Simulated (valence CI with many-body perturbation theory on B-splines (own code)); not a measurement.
# Which ion has this spectrum?

A relativistic CI+MBPT calculation for an atom or ion with 5 electrons gives these levels (eV):

```tsv
J	Parity	E	g
1/2	odd	0.0	0.63
1/2	even	207.6	2.09
3/2	odd	708.2	1.31
3/2	even	853.2	1.64
5/2	even	889.6	1.33
1/2	even	948.5	1.25
3/2	even	950.0	0.97
3/2	odd	1168.2	1.33
5/2	even	1579.4	1.42
1/2	even	1668.4	1.91
3/2	even	1669.3	1.18
3/2	odd	1837.0	1.44
5/2	odd	1858.6	1.17
1/2	odd	1905.0	0.63
```

The energies are calculated, and their last digits are not significant.

Problem. Which is it?
A. Gd59+
B. Tb60+
C. Nd55+
D. Eu58+

Solution. D. Eu58+, ground level (2s^2 2p1/2) J=1/2.
